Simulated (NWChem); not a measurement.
System: WSOCl$_{2}$; SMILES [O]=[W](=[S])([Cl])[Cl]

Input file for NWChem:

```
start job
memory heap 200 mb stack 900 mb global 1100 mb
geometry units angstroms noautoz
  W      0.019496     0.135855     0.000000
  O      0.148707     1.818215     0.000000
  S      2.000539    -0.627540     0.000000
  Cl    -1.010938    -0.507862    -1.910473
  Cl    -1.010938    -0.507862     1.910473
end
basis spherical
  * library def2-svp
end
ecp
  W library def2-ecp
end
dft
  xc r2scan0
  iterations 150
  mulliken
end
task dft energy
```

NWChem printed, in part:

```
             Northwest Computational Chemistry Package (NWChem) 7.3.0
             --------------------------------------------------------

 CS  symmetry detected

                             Geometry "geometry" -> ""
                             -------------------------

 Output coordinates in angstroms (scale by  1.889725989 to convert to a.u.)

  No.       Tag          Charge          X              Y              Z
 ---- ---------------- ---------- -------------- -------------- --------------
    1 W                   74.0000     0.01825586     0.15628621     0.00000000
    2 O                    8.0000     0.15605747     1.83796435     0.00000000
    3 S                   16.0000     1.99537414    -0.61721659     0.00000000
    4 Cl                  17.0000    -1.01545235    -0.48215967     1.91047300
    5 Cl                  17.0000    -1.01545235    -0.48215967    -1.91047300

 Effective nuclear repulsion energy (a.u.)    1256.2369879525

      Symmetry information
      --------------------

 Group name             Cs
 Group number              2
 Group order               2
 No. of unique centers     4

                                 NWChem DFT Module
                                 -----------------

 Summary of "ao basis" -> "ao basis" (spherical)
 ------------------------------------------------------------------------------
       Tag                 Description            Shells   Functions and Types
 ---------------- ------------------------------  ------  ---------------------
 W                          def2-svp                12       32   6s3p2d1f
 O                          def2-svp                 6       14   3s2p1d
 S                          def2-svp                 8       18   4s3p1d
 Cl                         def2-svp                 8       18   4s3p1d

      Symmetry analysis of basis
      --------------------------

        a'         63
        a"         37

            General Information
            -------------------
          SCF calculation type: DFT
          Wavefunction type:  closed shell.
          No. of atoms     :     5
          No. of electrons :    72
           Alpha electrons :    36
            Beta electrons :    36
          Charge           :     0
          Spin multiplicity:     1
          Use of symmetry is: on ; symmetry adaption is: on
          Maximum number of iterations: 150
          AO basis - number of functions:   100
                     number of shells:    42
          Convergence on energy requested:  1.00D-06
          Convergence on density requested:  1.00D-05
          Convergence on gradient requested:  5.00D-04

              XC Information
              --------------
                     r^2SCAN0 Method XC Functional
                     Hartree-Fock (Exact) Exchange  0.250
               r^2SCAN metaGGA Exchange Functional  0.750
                     r^2SCAN Correlation Potential  1.000

             Grid Information
             ----------------
          Grid used for XC integration:  medium
          Radial quadrature: Mura-Knowles
          Angular quadrature: Lebedev.
          Tag              B.-S. Rad. Rad. Pts. Rad. Cut. Ang. Pts.
          ---              ---------- --------- --------- ---------
          W                   1.35      123           8.0       590
          O                   0.60       49           9.0       434
          S                   1.00       88          10.0       590
          Cl                  1.00       88          10.0       590
          Grid pruning is: on
          Number of quadrature shells:   348
          Spatial weights used:  Erf1

      Superposition of Atomic Density Guess
      -------------------------------------

 Sum of atomic energies:       -1463.86212721

      Non-variational initial energy
      ------------------------------

 Total energy =   -1457.241043
 1-e energy   =   -2811.227953
 2-e energy   =     964.375139
 HOMO         =      -0.341374
 LUMO         =      -0.022481

      Symmetry analysis of molecular orbitals - initial
      -------------------------------------------------

  Numbering of irreducible representations:

     1 a'          2 a"

  Orbital symmetries:

     1 a'          2 a"          3 a'          4 a'          5 a'
     6 a"          7 a'          8 a'          9 a"         10 a'
    11 a"         12 a'         13 a"         14 a'         15 a"
    16 a'         17 a'         18 a'         19 a'         20 a"
    21 a'         22 a'         23 a"         24 a'         25 a'
    26 a"         27 a'         28 a'         29 a"         30 a'
    31 a"         32 a'         33 a"         34 a'         35 a"
    36 a'         37 a'         38 a"         39 a"         40 a'
    41 a'         42 a'         43 a'         44 a"         45 a'
    46 a'

     ---------------------------------------------
      Total Density - Mulliken Population Analysis
     ---------------------------------------------

    Atom       Charge   Shell Charges
 -----------   ------   -------------------------------------------------------
    1 W   14    11.26   0.04 -0.35  1.79  0.53  0.46  0.06  5.48  0.60  0.16  1.91  0.45  0.12
    2 O    8     9.01   1.99  1.16  0.74  3.16  1.95  0.01
    3 S   16    16.85   2.00  1.99  1.24  0.69  5.94  1.94  3.02  0.03
    4 Cl  17    17.44   2.00  1.99  1.22  0.73  5.94  2.17  3.37  0.01
    5 Cl  17    17.44   2.00  1.99  1.22  0.73  5.94  2.17  3.37  0.01

   convergence    iter        energy       DeltaE   RMS-Dens  Diis-err
 ---------------- ----- ----------------- --------- --------- ---------
 d= 0,ls=0.0,diis     1  -1459.9638707335 -1.85D+03  5.67D-02  3.84D+00
 d= 0,ls=0.0,diis     2  -1452.6630834521  7.30D+00  4.76D-02  5.57D+01
 d= 0,ls=0.0,diis     3  -1460.3593683015 -7.70D+00  1.10D-02  8.19D-01
 d= 0,ls=0.0,diis     4  -1460.4084638571 -4.91D-02  5.84D-03  5.34D-01
 d= 0,ls=0.0,diis     5  -1460.4578340452 -4.94D-02  2.72D-03  1.03D-01
  Resetting Diis
 d= 0,ls=0.0,diis     6  -1460.4739211755 -1.61D-02  2.80D-04  3.66D-03
 d= 0,ls=0.0,diis     7  -1460.4742824658 -3.61D-04  3.75D-04  2.62D-04
 d= 0,ls=0.0,diis     8  -1460.4740041727  2.78D-04  2.89D-04  2.74D-03
 d= 0,ls=0.0,diis     9  -1460.4743121601 -3.08D-04  1.23D-05  2.61D-06
 d= 0,ls=0.0,diis    10  -1460.4743124055 -2.45D-07  6.67D-06  4.69D-07

         Total DFT energy =    -1460.474312405507
      One electron energy =    -2812.181676465368
           Coulomb energy =     1060.250216175920
    Exchange-Corr. energy =      -98.154623901440
 Nuclear repulsion energy =      389.611771785380

 Numeric. integr. density =       72.000001726560

                  Occupations of the irreducible representations
                  ----------------------------------------------

                     irrep           alpha         beta
                     --------     --------     --------
                     a'               23.0         23.0
                     a"               13.0         13.0

                       DFT Final Molecular Orbital Analysis
                       ------------------------------------

 Vector   34  Occ=2.000000D+00  E=-3.753796D-01  Symmetry=a'
              MO Center=  1.0D+00, -3.4D-01,  3.5D-14, r^2= 4.3D+00
   Bfn.  Coefficient  Atom+Function         Bfn.  Coefficient  Atom+Function
  ----- ------------  ---------------      ----- ------------  ---------------
    57      0.386646  3 S  px                54      0.304176  3 S  px
    58     -0.197003  3 S  py                18      0.194472  1 W  d  0
     3      0.191432  1 W  s                  7      0.190639  1 W  px
    20     -0.189615  1 W  d  2              51      0.175324  3 S  px
     5     -0.164812  1 W  s                 36     -0.164920  2 O  px

 Vector   35  Occ=2.000000D+00  E=-3.334917D-01  Symmetry=a"
              MO Center=  9.3D-01, -4.6D-01, -3.1D-14, r^2= 4.1D+00
   Bfn.  Coefficient  Atom+Function         Bfn.  Coefficient  Atom+Function
  ----- ------------  ---------------      ----- ------------  ---------------
    59      0.464075  3 S  pz                56      0.353813  3 S  pz
    19     -0.263543  1 W  d  1              53      0.200977  3 S  pz
    77     -0.171145  4 Cl pz                95     -0.171145  5 Cl pz
    75     -0.160870  4 Cl px                93      0.160870  5 Cl px
    76      0.143099  4 Cl py                94     -0.143099  5 Cl py

 Vector   36  Occ=2.000000D+00  E=-3.149489D-01  Symmetry=a'
              MO Center=  1.4D+00, -1.7D-01, -7.1D-15, r^2= 3.0D+00
   Bfn.  Coefficient  Atom+Function         Bfn.  Coefficient  Atom+Function
  ----- ------------  ---------------      ----- ------------  ---------------
    58      0.469827  3 S  py                55      0.354427  3 S  py
    36     -0.272832  2 O  px                57      0.270105  3 S  px
    39     -0.209990  2 O  px                52      0.200210  3 S  py
    54      0.181247  3 S  px                16      0.119384  1 W  d -2
     8     -0.112433  1 W  py                51      0.103738  3 S  px

 Vector   37  Occ=0.000000D+00  E=-1.306770D-01  Symmetry=a'
              MO Center=  8.8D-04, -4.4D-02, -8.1D-14, r^2= 3.1D+00
   Bfn.  Coefficient  Atom+Function         Bfn.  Coefficient  Atom+Function
  ----- ------------  ---------------      ----- ------------  ---------------
    18      0.615968  1 W  d  0              16     -0.376681  1 W  d -2
    20     -0.320384  1 W  d  2              58      0.320579  3 S  py
    75     -0.263143  4 Cl px                93     -0.263143  5 Cl px
    23      0.240780  1 W  d  0              50      0.224610  3 S  s
    57     -0.162214  3 S  px                55      0.146154  3 S  py

[...]
```

Level: r2SCAN0/def2-SVP with def2 effective core potentials on W. Structure relaxed at the PBE0/def2-SVP level. def2 effective core potentials on W; no spin-orbit coupling.
